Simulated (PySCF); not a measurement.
Species: C₂H₂AlCl.
SMILES: `C#[C][AlH][Cl]`

The calculation used EOM-IP-CCSD/aug-cc-pVDZ in PySCF, restricted Hartree–Fock reference, 12 core orbitals frozen, non-relativistic, gas phase, PBE0-D3(BJ)/def2-SVP geometry.

Hartree–Fock orbital energies give these Koopmans values (eV): HOMO 11.11, HOMO-1 11.20, HOMO-2 12.27, HOMO-3 12.83, HOMO-4 13.42, HOMO-5 14.49, HOMO-6 17.09, HOMO-7 20.33.

What vertical ionisation energies does EOM-IP-CCSD give?

| leading hole (HF orbital) | Koopmans (eV) | EOM-IP-CCSD (eV) | change (eV) | one-hole share |
| --- | --- | --- | --- | --- |
| HOMO | 11.11 | 11.08 | -0.03 | 0.96 |
| HOMO-1 | 11.20 | 11.23 | +0.03 | 0.96 |
| HOMO-2 | 12.27 | 11.50 | -0.77 | 0.95 |
| HOMO-3 | 12.83 | 12.15 | -0.68 | 0.95 |
| HOMO-4 | 13.42 | 12.75 | -0.67 | 0.94 |
| HOMO-5 | 14.49 | 13.36 | -1.13 | 0.94 |
| HOMO-6 | 17.09 | 15.66 | -1.43 | 0.92 |
| HOMO-7 | 20.33 | 18.23 | -2.10 | 0.90 |

Does the order of the lines follow the orbital energies?

Yes, no two lines change places. The corrections run from -2.10 to +0.03 eV, with a mean of -0.85 eV over the 8 lines; EOM-IP-CCSD lies above the Koopmans value for HOMO-1.

At what kinetic energies would He II light (40.81 eV) eject these electrons?

29.73 eV (HOMO), 29.58 eV (HOMO-1), 29.31 eV (HOMO-2), 28.66 eV (HOMO-3), 28.06 eV (HOMO-4), 27.45 eV (HOMO-5), 25.15 eV (HOMO-6), 22.58 eV (HOMO-7).

What total energy has the lowest final state, and which wavelength reaches it?

E(CCSD) + ionisation energy = -778.84755 + 0.40736 = -778.44019 Eh, at the geometry of the initial state. The threshold wavelength is 1239.84 eV nm/11.08 eV = 111.9 nm.

Lines less than 0.15 eV apart could change places at a higher level. One root was sought for each valence orbital with −ε under 21 eV, eight at most, so deeper holes and satellites are missing; no vibrational structure.

Hardware: one thread of an Intel Xeon Platinum 8488C (shared host). Cost: 6.2 min, 1.4 GiB resident at most.
